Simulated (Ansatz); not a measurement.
Mulliken charges of `O[SiH](O)S[SiH2]` radical from ωB97M-V/def2-TZVPP in Ansatz (PBE0-D4/def2-TZVP geometry).

```csv
atom,x (Å),y (Å),z (Å),charge (e)
O1,-1.327,-1.268,-0.036,-0.366
Si2,-0.133,-0.594,0.840,0.583
O3,0.710,-1.777,1.591,-0.362
S4,1.290,0.476,-0.355,-0.288
Si5,0.000,1.991,-1.118,0.108
H6,-1.084,-1.892,-0.723,0.186
H7,-0.815,0.324,1.770,-0.042
H8,1.590,-1.577,1.913,0.181
H9,-1.090,1.419,-1.958,0.000
H10,0.859,2.898,-1.925,0.001
```

Problem. By hand: the dipole of these point charges (1 e Å = 4.8032 D).

Solution. Σ q r = (-0.099, 0.191, 0.044) e Å, of length 0.220 e Å = 1.06 D.

Problem. How does the dipole of the full density compare? (Best estimate.)

Solution. Ansatz gave: (0.181, -0.027, -0.033) e Å, 0.89 D; the point charges give 1.19 times that, at 127° from its direction, so they point the opposite way.

Point charges leave out the atoms' own dipoles, such as those of lone pairs, and Mulliken's split depends on the basis, so the two needn't agree.
